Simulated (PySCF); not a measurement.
Work out the structure from these simulated measurements.

Formula: C4H16Si4.

- Rotational structure: rotational constants A, B, C: 0.998, 0.710, 0.658 GHz [PBE0-D3(BJ)/def2-SVP]
- UV, first state: lowest singlet excitation: 6.23 eV (199 nm, f = 0.014) [TDDFT PBE0/def2-SVPD]
- UV, strongest line: among the 10 lowest singlet transitions: S9 at 6.72 eV (184 nm, f = 0.078) [TDDFT PBE0/def2-SVPD]
- 1H NMR: chemical shifts (computed TMS as zero) by class: 3.63 (9 H), 2.48 (2 H), 1.95 (1 H), 1.85 (1 H), 1.79 (1 H), 1.68 (2 H) ppm [GIAO PBE0/pcSseg-1]
- 13C NMR: chemical shifts (computed TMS as zero) by class: 26.8 (2 C), 22.4 (1 C), 17.4 (1 C) ppm [GIAO PBE0/pcSseg-1]
- XPS: Si2p3/2 105.6, Si2p3/2 106.2 (×3), C1s 289.9, C1s 290.4 (×2), C1s 290.4, Si1s 1845.2, Si1s 1845.9 (×3) eV [ΔSCF SCAN, pcX-2 on the ionised atom, pcseg-1 elsewhere, spin-free X2C, 2p3/2 from a spin–orbit splitting computed afterwards within the 2p shell]

The electronic properties come from PySCF, for the isolated species, density fitting. Levels stand in brackets. Geometry: PBE0-D3(BJ)/def2-SVP, one conformer, isolated molecule. NMR values are class means; diastereotopic atoms form classes of their own.

Question: Propose a structure and show how it fits.

Answer: Numbering: `[SiH3:1][Si:2]([SiH3:3])([SiH3:4])[CH:5]1[CH2:6][CH2:7][CH2:8]1`. Its formula, C4H16Si4, gives 1 degree of unsaturation: 1 ring and 0 π bonds in the structure found. 4 carbons fall into 3 classes; from least to most shielded: four-membered-ring carbon [C6/C8] (26.8 ppm, 2 C), four-membered-ring carbon [C7] (22.4 ppm), ring sp3 carbon bound to silicon [C5] (17.4 ppm). Hydrogen classes from least to most shielded: 9 H on 3 SiH3 silicons, Si1/Si3/Si4 (3.63 ppm), 2 H on 2 four-membered-ring carbons, C6/C8 (2.48 ppm), 1 H on a four-membered-ring carbon, C7 (1.95 ppm), 1 H on a four-membered-ring carbon, C7 (1.85 ppm), 1 H on an sp3 carbon bound to silicon, C5 (1.79 ppm), 2 H on 2 four-membered-ring carbons, C6/C8 (1.68 ppm). The core levels belong to: Si2p3/2 105.6 eV, four-coordinate silicon [Si2]; Si2p3/2 106.2 eV, SiH3 silicon [Si1/Si3/Si4]; C1s 289.9 eV, sp3 carbon bound to silicon [C5]; C1s 290.4 eV, four-membered-ring carbon [C6/C8]; C1s 290.4 eV, four-membered-ring carbon [C7]; Si1s 1845.2 eV, four-coordinate silicon [Si2]; Si1s 1845.9 eV, SiH3 silicon [Si1/Si3/Si4]. One atom of each topological class was ionised and stands for its class. The optimised geometry has point group Cs and is an asymmetric top. Structure: `[SiH3][Si]([SiH3])([SiH3])C1CCC1`. The assignments are read from this structure; whether some other isomer fits the data as well wasn't checked.

Shape of the structure used: `[SiH3:1][Si:2]([SiH3:3])([SiH3:4])[CH:5]1[CH2:6][CH2:7][CH2:8]1`: Si1–Si2–C5–C6 50°.
